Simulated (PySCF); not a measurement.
**Simulated absorption spectrum**

Compound: C₂H₁₁FOSi₃.
Cartesian coordinates in Å at the GFN2-xTB level; atoms count from 1:
```
atom  x, y, z in Å
C1    -3.4560    0.1464   -0.3177
C2    -2.0102   -0.0700    0.1158
Si3   -0.7643    0.2262   -1.2848
O4     0.7517    0.0044   -0.7458
Si5    1.9131   -0.7605    0.0960
Si6    3.8074    0.4377   -0.3810
F7     5.0216   -0.3439    0.3557
H8    -3.6010    1.1655   -0.6691
H9    -3.7187   -0.5287   -1.1289
H10   -4.1434   -0.0289    0.5084
H11   -1.7885    0.5953    0.9535
H12   -1.9016   -1.0874    0.4994
H13   -0.9677   -0.7203   -2.3829
H14   -0.7513    1.6185   -1.7334
H15    1.9044   -2.1658   -0.3379
H16    1.4926   -0.7656    1.5067
H17    4.2728    0.4954   -1.7687
H18    3.9304    1.7883    0.1735
```

Level of theory: TDDFT CAM-B3LYP/def2-SVPD, vertical, gas phase, core orbitals frozen in the response in PySCF.

Computed states:

```tsv
state	E (eV)	f
S1	5.93	0.026
S2	6.66	0.0037
S3	7.25	0.0032
S4	7.32	0.0098
S5	7.38	0.048
S6	7.68	0.0051
S7	7.80	0.0013
S8	7.90	0.0030
```

Each state is given a Gaussian of 0.5 eV full width at half maximum, with ε(max) = 2.175×10⁸ f / Δν̃ (Δν̃ the width in cm⁻¹). The width is an assumption, not a result. The curve ends short of the highest state used, and states not computed would add to its high-energy end.

Task: Give the broadened spectrum and its maxima.

Result: 
| λ (nm) | ε (L mol⁻¹ cm⁻¹) |
| --- | --- |
| 169.9 | 3198 |
| 172.9 | 2242 |
| 175.9 | 1182 |
| 179.0 | 519 |
| 182.0 | 282 |
| 185.0 | 229 |
| 188.0 | 208 |
| 191.1 | 190 |
| 194.1 | 223 |
| 197.1 | 367 |
| 200.1 | 640 |
| 203.2 | 993 |
| 206.2 | 1274 |
| 209.2 | 1378 |
| 212.2 | 1271 |
| 215.2 | 1012 |
| 218.3 | 694 |
| 221.3 | 425 |
| 224.3 | 232 |
| 227.3 | 115 |
| 230.4 | 50 |
| 233.4 | 20 |
| 236.4 | 8 |
| 239.4 | 3 |

Maxima: 209 nm (5.93 eV), ε about 1400, made up of S1 (100%) (ε in L mol⁻¹ cm⁻¹; maxima over ε = 5, shares over 10%). At its high-energy end, 7.30 eV, the curve is still rising (ε about 3200, from S4 and S5).

Task: Coming from long wavelengths, where does ε first pass 100 L mol⁻¹ cm⁻¹?

Result: At about 228 nm (5.44 eV), 0.49 eV below S1.

Task: What would ε be at 5.93 eV, the highest of these maxima, with half the width (0.25 eV)?

Result: About 2750 L mol⁻¹ cm⁻¹ against 1380, a factor of about 2.00; a lone state at its own centre would give exactly 2.

Task: On this curve, what absorbance would a 10⁻⁵ mol/L sample give at 222 nm over a 1 cm path?

Result: 222 nm is 5.585 eV, where ε is about 370 L mol⁻¹ cm⁻¹, so A = ε c l ≈ 0.0037 (Beer–Lambert, with the gas-phase spectrum and the assumed width).

One conformer stands for the species.
